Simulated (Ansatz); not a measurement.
Cost and result up the ladder for HgMe2 (C₂H₆Hg) (9 atoms). Total charge 0; singlet. Geometry: PBE0-D4/def2-TZVP.

```xyz
9

Hg    0.000    0.000    0.000
C    -0.928   -1.870   -0.180
H    -2.014   -1.762   -0.167
H    -0.637   -2.523    0.646
H    -0.640   -2.351   -1.117
C     0.927    1.870    0.180
H     0.706    2.493   -0.689
H     2.011    1.755    0.254
H     0.574    2.389    1.074
```

Ansatz on 2 threads of Intel Xeon Platinum 8375C on a shared host. Times are rough, and most runs start from the orbitals of an earlier one. ωB97M-V/def2-TZVP serves as the yardstick here, not as an exact answer. Differences are given only for rows in sets of like size (and for xTB, whose basis is part of the method), since another set adds its own error. Binding counts from free atoms at the same level (Hg singlet, C triplet, H doublet; other spins of the atoms weren't run), without zero-point energy or a counterpoise term.

In the def2 sets Hg takes a core potential; there is no spin–orbit coupling. LC-ωPBE has ω = 0.4 bohr⁻¹. Correlated methods freeze 2 core orbitals; core or outer-core shells of Hg are correlated, in sets that lack core-valence functions.

Correlated methods converge slowly with the basis (MP2 moves by 0.10 eV from def2-TZVP to def2-QZVPP here).

```tsv
level	functions	wall time	binding energy per atom (eV)	difference from ωB97M-V/def2-TZVP (eV)
LDA (SPW92)/def2-TZVP	141	1.1 s	3.73	0.43
BHLYP-D4/def2-TZVP	141	2.3 s	3.21	-0.09
MP2/def2-TZVP	141	2.5 s	3.19	-0.11
PBE-D4/def2-TZVP (with forces)	141	2.7 s	3.33	0.02
LC-ωPBE/def2-TZVP	141	2.9 s	3.31	0.00
CAM-B3LYP-D4/def2-TZVP	141	2.9 s	3.30	0.00
r2SCANh-D4/def2-TZVP	141	3 s	3.29	-0.01
r2SCAN0-D4/def2-TZVP	141	3.3 s	3.27	-0.03
r2SCAN-D4/def2-TZVP (with forces)	141	3.9 s	3.30	0.00
ωB97X-V/def2-TZVP	141	6.5 s	3.30	0.00
B97M-V/def2-TZVP	141	7.5 s	3.27	-0.03
ωB97M-V/def2-TZVP	141	7.5 s	3.30	0.00
MP2/def2-QZVPP	382	22 s	3.29	–
CCSD(T)/def2-TZVPP	205	2.6 min	3.23	-0.07
```
